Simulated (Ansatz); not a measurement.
CuPHF3⁻, that is Cu(PF3)H with one electron more. Total charge -1; doublet. Geometry PBE0-D4/def2-SVP, that of the neutral singlet; atoms count from 1.

Cartesian coordinates in Å:
```
Cu -0.0923 -0.5728 -1.4704
P 0.0311 0.2157 0.5633
F -1.2847 0.2974 1.4309
F 0.5497 1.6921 0.7669
F 0.9642 -0.5168 1.6042
H -0.1680 -1.1156 -2.8949
```

The highest occupied level of the charge -1 doublet lies above zero (up to 1.41 eV). By energy differences its removal costs 0.27 eV (vertical, to the charge 0 singlet, at PBE0-D4/def2-TZVPD); a positive level beside a positive removal energy at the same level points to self-interaction error.

(1) Estimate the Mulliken populations from the PBE0/def2-TZVPD orbitals of Ansatz.

(2) Where does the spin sit?

(3) And the Mayer bond orders between bonded heavy atoms (over 0.3)?

Answers

(1) 
```csv
atom,charge (e),spin (α − β),d electrons
Cu1,-1.30,0.47,9.82
P2,0.80,0.58,–
F3,-0.22,-0.03,–
F4,-0.26,0.02,–
F5,-0.22,-0.02,–
H6,0.21,-0.02,–
```
Mulliken values and Mayer orders depend strongly on the basis. With diffuse functions, as here, like atoms can get unlike values, and bond orders can come out too low or too high.

(2) Summed by element: Cu 0.47, P 0.58, F -0.03, H -0.02, of 1 unpaired in all. Largest on single atoms: P2 0.58, Cu1 0.47, F3 -0.03.

(3) Cu1–P2 1.16 (2.18 Å); P2–F3 0.98 (1.58 Å); P2–F4 1.02 (1.58 Å); P2–F5 0.98 (1.58 Å).
